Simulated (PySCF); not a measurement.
Si (silicon, neutral) across methods

[Ne] 3s1 3p2 4s1, high-spin 5P determinant (an excited configuration). Computed with PySCF 2.14 in aug-cc-pVQZ-DK (7s6p4d3f2g, 84 functions), with the spin-free X2C one-electron Hamiltonian (Gaussian nucleus).

| method | E (hartree) | mean ε 3s α (eV) | mean ε 3p α (eV) | mean ε 4s α (eV) | Σ⟨r²⟩ (bohr²) | ⟨S²⟩ |
| --- | --- | --- | --- | --- | --- | --- |
| wB97X-V | -289.5579 | -20.383 | -11.917 | -3.159 | 62.07 | 6.000 |
| PBE | -289.4713 | -15.939 | -8.503 | -1.895 | 61.15 | 6.000 |
| LDA | -288.4420 | -15.953 | -8.455 | -1.971 | 60.54 | 6.000 |
| TPSS | -289.6319 | -16.119 | -8.597 | -1.835 | 61.59 | 6.000 |
| CAM-B3LYP | -289.6105 | -19.208 | -10.842 | -2.691 | 61.55 | 6.000 |
| PBE0 | -289.4987 | -17.736 | -9.707 | -2.255 | 61.64 | 6.000 |
| UHF | -289.14764 | -22.599 | -12.884 | -3.046 | 62.87 | 6.000 |
| revPBE | -289.5666 | -15.920 | -8.508 | -1.877 | 61.42 | 6.000 |
| r2SCAN | -289.5978 | -16.551 | -8.874 | -1.885 | 61.81 | 6.000 |

The outer electron is Rydberg-like, and this basis confines it to a smaller radius and binds it less than a complete one would.
